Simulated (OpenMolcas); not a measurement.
Mo3+ in K2NaGaF6: curves along the breathing mode

Mo3+ with its 6 nearest fluoride ions, on the Ga site of K2NaGaF6 (a = 8.246 Å, distance in the model lattice 1.938 Å). The rest of the host is ab initio model potentials to 7.6 Å, with orthogonalisation functions on the cations behind the ligands, and point charges beyond; the distance is set by hand and nothing relaxes. Ligand basis ANO-RCC-VDZP.

| Item | Value |
| --- | --- |
| Program | OpenMolcas 26.06 |
| Method | SS-CASPT2, IPEA 0.25 Eh, imaginary shift 0.1 Eh (closed shells correlated: 4s 4p and the ligand valence shells) |
| Basis | ANO-RCC-VDZP [6s5p3d1f] |
| Scalar Hamiltonian | DKH2, point nucleus |
| Active space | 3 electrons in 5 orbitals (4d) |
| State averaging | 2S+1 = 4 even, 10 roots; 2S+1 = 2 even, 40 roots |
| Spin-orbit coupling | state interaction with AMFI integrals over the reference wave functions |

Spin-free energies (labels of O, the rotations of Oh) in cm-1 above the lowest fitted minimum, as all ligands move together:

```csv
R (Å),4A2,2E,2T1,2T2,4T1,2A1,2T2(2)
1.848,15080,26650,26710,33760,63290,65080,67720
1.891,6510,18100,18220,25210,50960,52910,55560
1.935,1620,13250,13400,20320,42710,44680,47340
1.978,50,11700,11910,18720,38140,40170,42600
2.022,1270,12920,13120,19890,36610,38760,41370
2.065,4860,16530,16860,23430,37810,40040,42590
2.109,10740,22410,22780,29220,41510,43860,46430
```

Cubic fits give the following; the wavenumber is harmonic, with the mass of all moving ligands, small differences in it between states hang on the degree of the fit, a number in brackets counts states of one label, and the table is a selection of at most 14 states with clean curves.

```
 State  R0 (Å)  Breathing mode (cm-1)  Minimum (cm-1)
   4A2   1.980                    667               0
    2E   1.980                    667           11640
   2T1   1.979                    668           11840
   2T2   1.981                    664           18670
   4T1   2.022                    654           36610
   2A1   2.021                    658           38730
2T2(2)   2.021                    661           41280
 2E(2)   2.020                    658           42360
2T1(3)   2.021                    656           45700
2T2(3)   2.020                    661           49040
   2A2   2.019                    657           50090
 2E(3)   2.020                    655           59150
4T1(2)   2.060                    646           60260
 2E(4)   2.096                    631          100180
```

The minimum of 4T1 is shifted by +0.0419 Å against 4A2 (from the unrounded fits). With M = 114.0 u for the moving shell, the Huang-Rhys factor in this mode is S = M ω ΔR² / 2ħ = 0.01483 × 114.0 × 667 × 0.0419² = 1.98. Only the first shell moves, against a rigid host.

Roots that are degenerate in the reference are averaged as groups; the widest CASPT2 spread within a group is 700 cm-1 (the 3-fold group of multiplicity 2 near 96800 cm-1 above the lowest state of its run, R = 1.935). Shifts and gaps below about the spread of the groups concerned are not significant. Over all roots computed the reference weight is 0.73 to 0.74 in R = 1.848, 0.73 to 0.74 in R = 1.891, 0.73 to 0.74 in R = 1.935, 0.73 in R = 1.978, 0.73 in R = 2.022, 0.73 in R = 2.065, 0.73 in R = 2.109; a low but even weight reflects the number of correlated electrons. Ligand-to-metal charge-transfer states are missing. With no ligand orbital active B as a rule stays too high, so bands that hang on it stand too high and its fall with covalency is understated. With one d shell and no ligand orbital active, 10Dq can be off by a tenth or more. The least metal-like active orbital is 78 % on the metal (Löwdin) and no ligand orbital is active, so the numbers are rough (holds for R = 1.848). The least metal-like active orbital is 80 % on the metal (Löwdin) and no ligand orbital is active, so the numbers are rough (holds for R = 1.891). The least metal-like active orbital is 81 % on the metal (Löwdin) and no ligand orbital is active, so the numbers are rough (holds for R = 1.935). The least metal-like active orbital is 82 % on the metal (Löwdin) and no ligand orbital is active, so the numbers are rough (holds for R = 1.978). The least metal-like active orbital is 83 % on the metal (Löwdin) and no ligand orbital is active, so the numbers are rough (holds for R = 2.022; R = 2.065). The least metal-like active orbital is 84 % on the metal (Löwdin) and no ligand orbital is active, so the numbers are rough (holds for R = 2.109). No measured value stands beside these numbers.
